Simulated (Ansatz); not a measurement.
Geometry optimisation, UKS PBE/def2-SVP (Ansatz 0.2.0).

Input:

```yaml
crystal:
  periodic: [false, false, false]
  atoms:
    - { symbol: Ga, position_ang: [0.0, 0.0, 0.0] }
    - { symbol: H, position_ang: [0.0, 0.0, 1.82] }
    - { symbol: C, position_ang: [1.7147, 0.0, -0.99] }
    - { symbol: H, position_ang: [2.0443, -1.0462, -1.1602] }
    - { symbol: H, position_ang: [1.5782, 0.508, -1.9674] }
    - { symbol: H, position_ang: [2.4842, 0.5381, -0.3982] }
    - { symbol: C, position_ang: [-1.7147, 0.0, -0.99] }
    - { symbol: H, position_ang: [-2.2748, -0.9305, -0.7608] }
    - { symbol: H, position_ang: [-2.3188, 0.8797, -0.6846] }
    - { symbol: H, position_ang: [-1.513, 0.0508, -2.0803] }
    - { symbol: Cl, position_ang: [0.0, 0.0, 3.49] }
magnetization:
  spin_polarized: true
  initial_magnetization: 1
basis:
  gaussian: { orbitals: def2-SVP }
hamiltonian:
  xc: pbe
relax:
  f_tol: 0.15
  max_steps: 25
  restrain:
    - { distance: [1, 10], at: 1.37, k: 30.0 }
    - { distance: [0, 1], at: 2.77, k: 30.0 }
output:
  orbitals: {}
```

Launched with:

```bash
$ ansatz run input.yaml --threads 4 --pin off --max-ram 5120MiB --backend cpu --events-out ev --progress --plain --runs-dir out
```

**Question.** Where does it end, and by what steps?

**Answer.** The run converged. The restraints hold the end off the free minimum; the threshold counts their pulls, which the force column leaves out. Restrained pairs: H2–Cl11 (1.67 → 1.35 Å), Ga1–H2 (1.82 → 2.76 Å). After 6 steps the energy has fallen by 0.158 eV (the restraints' own energy left out); H2 moved furthest, 0.72 Å.

```csv
step,energy less start (eV),largest force component (eV/Å),accepted
0,0.0000,1.102,yes
1,-0.0548,1.639,yes
2,0.2003,2.790,yes
3,0.0283,2.017,yes
4,-0.1439,0.776,yes
5,-0.1500,0.732,yes
6,-0.1580,0.661,yes
```

```xyz
11
Properties=species:S:1:pos:R:3
Ga 0.000 -0.008 -0.223
H -0.013 -0.056 2.539
C 1.796 0.021 -1.115
H 2.130 -1.032 -1.233
H 1.745 0.496 -2.117
H 2.546 0.541 -0.487
C -1.788 0.002 -1.130
H -2.346 -0.912 -0.839
H -2.375 0.870 -0.765
H -1.701 0.050 -2.236
Cl 0.007 0.027 3.885
```

Time of the run: 15 s on 4 threads of Arm Neoverse V1, on a shared host, peak memory 0.2 GiB.
